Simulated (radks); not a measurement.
Values are calculated unless marked as measured or tabulated.
Spherical quantum dot in the effective-mass picture: electrons in a parabolic well V = omega^2 r^2 / 2 with omega = 0.171, all in effective atomic units (hartree* = m*/eps^2 hartree, bohr* = eps/m* bohr), one dielectric constant everywhere. Level of theory: non-relativistic Kohn-Sham, LDA (Slater exchange, Perdew-Wang correlation), spin-polarised, spherical densities (a radial shooting solver with Libxc functionals). Levels are named by radial order and angular momentum (1s, 1p, 1d, 2s, ...), and open shells are averaged over m. Results are scaled to m* = 0.352 and eps = 8.6, for which hartree* = 129.5 meV and bohr* = 1.293 nm. Each electron was tried in the lowest free levels, single moves between levels near the top were tried too, and the lowest total energy was kept; such a search can miss a lower state. At N = 1 the Hartree and exchange-correlation terms need not cancel, so that row can carry a self-interaction error.

N,open shells,2S,E (meV),mu = E(N) - E(N-1) (meV),addition energy mu(N+1) - mu(N) (meV),e(HOMO) (meV),rms radius (nm)
1,"1s(up 1, down 0)",1,34.1275,34.127,34.67,48.768,3.886
2,none,0,102.924,68.796,41.06,82.149,4.411
3,"1p(up 1, down 0)",1,212.779,109.85,22.30,121.04,5.068
4,"1p(up 2, down 0)",2,344.935,132.16,21.82,143.18,5.499
5,"1p(up 3, down 0)",3,498.909,153.97,25.30,164.65,5.842
6,"1p(up 3, down 1)",2,678.186,179.28,19.31,188.96,6.159
7,"1p(up 3, down 2)",1,876.768,198.58,18.99,208.15,6.434
8,none,0,1094.34,217.58,29.19,226.93,6.682
9,"1d(up 1, down 0)",1,1341.11,246.76,17.06,255.34,6.958
10,"1d(up 2, down 0)",2,1604.93,263.82,16.79,272.26,7.202
11,"1d(up 3, down 0)",3,1885.54,280.61,16.50,288.91,7.425
12,"1d(up 4, down 0)",4,2182.64,297.11,16.21,305.26,7.630
13,"1d(up 5, down 0)",5,2495.96,313.31,19.16,321.32,7.822
14,"1d(up 5, down 1)",4,2828.43,332.48,15.26,340.14,8.008
15,"1d(up 5, down 2)",3,3176.17,347.74,15.08,355.31,8.183
16,"1d(up 5, down 3)",2,3538.99,362.82,14.89,370.30,8.349
17,"1d(up 5, down 4)",1,3916.70,377.71,14.70,385.10,8.507
18,none,0,4309.12,392.41,17.28,399.70,8.659
19,"2s(up 1, down 0)",1,4718.81,409.69,16.43,417.01,8.808
20,none,0,5144.94,426.12,17.35,433.32,8.953
21,"1f(up 1, down 0)",1,5588.41,443.47,13.55,450.27,9.101
22,"1f(up 2, down 0)",2,6045.43,457.02,13.41,463.75,9.242
23,"1f(up 3, down 0)",3,6515.86,470.43,13.28,477.09,9.378
24,"1f(up 4, down 0)",4,6999.57,483.71,13.14,490.30,9.509
25,"1f(up 5, down 0)",5,7496.42,496.85,13.02,503.38,9.636
26,"1f(up 6, down 0)",6,8006.29,509.87,12.89,516.33,9.759
27,"1f(up 7, down 0)",7,8529.04,522.76,15.22,529.16,9.878
28,"1f(up 7, down 1)",6,9067.02,537.98,12.48,544.24,9.995
29,"1f(up 7, down 2)",5,9617.48,550.46,12.39,556.67,10.11
30,"1f(up 7, down 3)",4,10180.3,562.85,12.29,569.01,10.22
31,"1f(up 7, down 4)",3,10755.5,575.14,12.19,581.25,10.33
32,"1f(up 7, down 5)",2,11342.8,587.33,12.10,593.39,10.44
33,"1f(up 7, down 6)",1,11942.2,599.43,12.00,605.44,10.54
34,none,0,12553.6,611.43,15.46,617.40,10.64
35,"2p(up 1, down 0)",1,13180.5,626.88,11.90,632.84,10.74
36,"2p(up 2, down 0)",2,13819.3,638.79,11.86,644.73,10.84
37,"2p(up 3, down 0)",3,14470.0,650.65,13.48,656.56,10.94
38,"2p(up 3, down 1)",2,15134.1,664.13,11.56,669.91,11.03
39,"2p(up 3, down 2)",1,15809.8,675.69,-,681.45,11.13

All shells are closed at N = 2, 8, 18, 20, 34 (there: 1s2 1p6 1d10 2s2 1f14); the second difference of the energy has clear peaks (12 % above both neighbours; the first and last values, which can be the largest, are not judged, and half-filled shells can peak too) at N = 2, 5, 8, 13, 27, 34, 37.
